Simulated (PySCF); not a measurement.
## Identify the compound

The spectra below were simulated for a compound C$_{5}$H$_{12}$O$_{3}$Si$_{2}$.

¹H NMR (300 MHz, computed): δ 8.04 (s, 1H), 6.27 (m, 1H), 5.44 (s, 3H), 5.02 (d, 2H), 2.62 (m, 2H), 2.43 (m, 2H), 1.29 (m, 1H).

¹³C{¹H} NMR (computed): δ 163.6 (CH), 64.5 (CH), 31.6 (CH2, 2C), 13.2 (CH).

- NMR shieldings at PBE0/pcSseg-1/GIAO
- GFN2-xTB geometry
- run in PySCF
- no relativistic terms, gas phase, one computed conformer, fast rotation and ring inversion assumed for equivalent nuclei

δ = σ(ref) − σ, references computed at the same level: ¹H (31.72 ppm), ¹³C (186.93 ppm) vs TMS.

Deduce the structure.

Results:


- The formula gives 2 degrees of unsaturation (1 ring in the answer).
- 4 carbon signals for 5 carbons: some carbons are equivalent by symmetry or fast rotation.
- Carbon types of the structure: 3 × CH, 2 × CH2, leaving 5 H on heteroatoms.
- δC 163.6: ester carbonyl carbon; it is a carbonyl in resonance with an O or N lone pair, the region of acids, esters and amides.
- δC 64.5: sp3 CH bonded to O; pulled downfield by the heteroatom.
- δC 31.6: sp3 CH2 in a ring; saturated and bonded to C and H only.
- δC 13.2: sp3 CH bonded to Si.
- δH 6.27: hydrogen on an sp3 CH bonded to O; its carbon carries O, which withdraws density.
- δH 5.02: hydrogen on a silicon bonded to C, O.
- δH 1.29: hydrogen on an sp3 CH bonded to Si.

Structure: `InChI=1S/C5H12O3Si2/c6-3-7-4-1-5(2-4)10-8-9/h3-5H,1-2,10H2,9H3/t4-,5+`.

This is the structure that produced the data.

Shifts are as computed. Against solution values, carbons near 30 ppm lie about +3 ppm off and those near 130 ppm about +5 ppm. Of 1309 compounds with measured shifts, 239 miss one by over three times the rms of a fit or turn the order of signals round; such compounds aren't used in these exercises. Multiplicities follow the n + 1 count of equivalent neighbours, as no J values were calculated; m marks all less simple cases, F and P coupling included.
